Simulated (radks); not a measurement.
Results of a calculation; reference values are marked as such.
Task: The mean radii <r> (bohr) of the occupied orbitals of an atom or ion are listed with their occupations. Code: a radial shooting solver on a logarithmic mesh with Libxc functionals. Model: Dirac Kohn-Sham, PBE, spin-unpolarised, spherical densities, finite nucleus; Fermi nuclear charge, rms radius of each element as measured or else 0.836 A^(1/3) + 0.57 fm.

orbital  occ.      <r>
1s1/2       2  0.03609
2s1/2       2   0.1577
2p1/2       2   0.1346
2p3/2       4   0.1391
3s1/2       2   0.4425
3p1/2       2   0.4379
3p3/2       4   0.4483
3d3/2       4   0.4295
3d5/2       6   0.4330
4s1/2       2    1.119
4p1/2       2    1.208
4p3/2       2    1.233
4d3/2       2    1.537
4f5/2       2    3.111

Name the element and its charge. Open shells, if any, fill j = l - 1/2 first.

Result: Z = 41, niobium, charge +3: Nb3+ in [Ar] 3d10 4s2 4p4 4d2 4f2. The 1s radius gives Z: for a bare nucleus <r> = (2 gamma + 1)/(2Z) with gamma = sqrt(1 - (Z/c)^2), 0.03547 bohr for Z = 41, and screening makes it slightly larger (0.03609 here). The occupations add up to 38, and the charge is Z minus that.
